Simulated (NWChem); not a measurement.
System: C$_{2}$H$_{6}$F$_{2}$Si; SMILES C[Si](C)(F)F

Task: Give the equilibrium geometry at PBE0/def2-SVP (NWChem) as a list of bonds and angles, with the point group.

Result: point group C2v; any orientation.
Bond lengths (Å): C1–Si2 1.850, C1–H6 1.101, C1–H7 1.101, C1–H8 1.101, Si2–C3 1.850, Si2–F4 1.623, Si2–F5 1.623, C3–H9 1.101, C3–H10 1.101, C3–H11 1.101. Angles (°): Si2–C1–H6 111.0, Si2–C1–H7 110.5, Si2–C1–H8 111.0, H6–C1–H7 108.1, H6–C1–H8 108.1, H7–C1–H8 108.1, C1–Si2–C3 116.0, C1–Si2–F4 108.7, C1–Si2–F5 108.7, C3–Si2–F4 108.7, C3–Si2–F5 108.7, F4–Si2–F5 105.5, Si2–C3–H9 110.5, Si2–C3–H10 111.0, Si2–C3–H11 111.0, H9–C3–H10 108.1, H9–C3–H11 108.1, H10–C3–H11 108.1.
